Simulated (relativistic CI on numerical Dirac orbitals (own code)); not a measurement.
# One change at a time: Hf⁵²⁺

Base calculation: Dirac-Coulomb-Breit CI, separate exchange-only KLI orbitals for each configuration, model QED, unscaled Slater integrals.

Configurations in the expansion (outside the closed core [Ne]): 3s²3p⁶3d², 3s²3p⁵3d³, 3s3p⁶3d³, 3s²3p⁶3d4s, 3s²3p⁶3d4p, 3s²3p⁶3d4d, 3s²3p⁵3d²4s, 3s²3p⁶3d4f, 3s²3p⁵3d²4p, 3s²3p⁵3d²4d, 3s3p⁶3d²4s, 3p⁶3d³4p, 3s²3p⁶4s², 3s3p⁶3d²4p, 3s²3p⁶4s4p, 3s²3p⁶3d5s, 3s²3p⁶3d5d, 3s²3p⁶3d5g, 3p⁶3d⁴, 3p⁵3d⁵, 3p⁵3d⁴4s, 3p⁶3d³4s, 3p⁵3d³4s², 3s²3p⁶4p², 3s²3p⁵4s4p², 3s²3p⁶4s4d, 3s²3p⁵4s²4d, 3s3p⁶3d4s², 3s3p⁶4s²4p, 3s3p⁶4s²4d. Double excitations out of closed p, d and f shells are left out; levels of such configurations are missing from the list, as are those of other unlisted configurations, and high levels can miss mixing partners. These lack a partner that the ground configuration has and come out too high: 3s²3p⁵3d²4p, 3s²3p⁵3d²4d.

Variants: (1) valence Slater integrals scaled by 0.9; (2) configuration mixing switched off. Shifts of the energy above 3s²3p⁶3d² ³F2, in eV, for the lowest level and the first level of each name with at least 55 % of one term (blank where a level changes its place among those of its configuration and J or its character, or is not in the variant):

```csv
Level,Base,Δ(1),Δ(2)
3s²3p⁶3d² ³F2,0.000,0.000,0.000
3s²3p⁶3d² ³P0,23.027,-2.071,+0.328
3s²3p⁶3d² ³F3,63.091,+0.310,-0.085
3s²3p⁶3d² ¹G4,76.636,-0.999,-0.018
3s²3p⁶3d² ³P1,78.177,-1.065,+0.402
3s²3p⁶3d² ³F4,134.442,-0.271,-0.044
3s²3p⁶3d² ¹S0,167.255,-3.421,+0.206
3s²3p⁵3d³ ³I°7,398.597,+0.849,-0.492
```

At this charge energies of transitions that change n are usually good to better than 1 %, and those within a shell (Δn = 0) to a few per cent.

Ionisation energy from the two ground configurations alone: base 4846.57 eV. The NIST ASD value (theoretical) is 4846 eV.

LS names give the leading component of a level, which can be under half, so a name can repeat, a term be missing and a line seem to break the LS rules.
